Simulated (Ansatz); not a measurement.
System: H4BPO2, charge 0, singlet. H4BPO2 (phosphanylboronic acid, SMILES OB(P)O).
B3LYP-D3(BJ)/def2-TZVP minimum from Ansatz (an electronic-structure program):
```
B
O 1 1.3670
H 2 0.9639 1 116.23
O 1 1.3670 2 124.62 3 0.42
H 4 0.9639 1 116.23 2 -0.42
P 1 1.9389 2 117.60 3 -174.66
H 6 1.4152 1 96.46 2 -140.47
H 6 1.4152 7 95.56 1 -97.17
```

Total energies in hartree (Ansatz). Open shells are spin-unrestricted; no spin-orbit coupling. Cores are frozen in correlated methods. No relativity. Where a partner has so few electrons that a lower coupled-cluster level is exact, that level stands in.

```tsv
species	HF/cc-pV(T+d)Z	CCSD(T)/cc-pV(T+d)Z	HF/cc-pV(Q+d)Z	CCSD(T)/cc-pV(Q+d)Z	CCSD(T)/cc-pV(D+d)Z	CCSDT(Q)/cc-pV(D+d)Z
1: H4BPO2 (SMILES B(O)(P)O)	-517.67336	-518.46753	-517.69050	-518.53757	-518.23242	-518.23495
2: B (doublet)	-24.53207	-24.59810	-24.53297	-24.60084	-24.58941	-24.58977
3: O (triplet)	-74.81176	-74.97396	-74.81729	-74.99357	-74.90995	-74.91013
4: H (doublet)	-0.49981	-0.49981	-0.49995	-0.49995	-0.49928	-0.49928
5: P (quartet)	-340.71631	-340.82157	-340.71872	-340.82830	-340.79336	-340.79376
```

Q: Work out the atomisation energy (electronic, to ground-state atoms) in kcal/mol: take Hartree-Fock from cc-pV(Q+d)Z, extrapolate the CCSD(T) correlation energy as X^-3 (X = 3, 4), and add CCSDT(Q) - CCSD(T) in cc-pV(D+d)Z. 1 hartree = 627.51 kcal/mol.

A: 
Species 1: correlation (64·(-0.84707) - 27·(-0.79417))/37 = -0.88567; step -0.00253; E1 = -517.69050 + (-0.88567) + (-0.00253) = -518.57870
Species 2: correlation (64·(-0.06787) - 27·(-0.06603))/37 = -0.06921; step -0.00036; E2 = -24.53297 + (-0.06921) + (-0.00036) = -24.60254
Species 3: correlation (64·(-0.17628) - 27·(-0.16220))/37 = -0.18655; step -0.00018; E3 = -74.81729 + (-0.18655) + (-0.00018) = -75.00402
Species 4: correlation (64·(0.00000) - 27·(0.00000))/37 = 0.00000; step +0.00000; E4 = -0.49995 + (0.00000) + (+0.00000) = -0.49995
Species 5: correlation (64·(-0.10958) - 27·(-0.10526))/37 = -0.11273; step -0.00040; E5 = -340.71872 + (-0.11273) + (-0.00040) = -340.83185
-1·E1 +1·E2 +2·E3 +4·E4 +1·E5 = 1.13647 hartree = 713.1 kcal/mol.
